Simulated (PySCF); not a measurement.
Harmonic spectrum computed at PBE0 in the def2-TZVP basis family (core potentials from Rb on, PySCF, no spin–orbit coupling):

```
ω (cm⁻¹)  IR (km/mol)
     317         59.5
     611          141
    1888          210
```

**Question.** Which molecule gave it? In each, all ligands are bound to the one heavy central atom.
A. SiHF (singlet)
B. CoHF (quartet)
C. AlHF (doublet)
D. RuHF (quintet)

**Answer.** D. It has Cs symmetry with Ru–F 1.897 Å, Ru–H 1.664 Å.
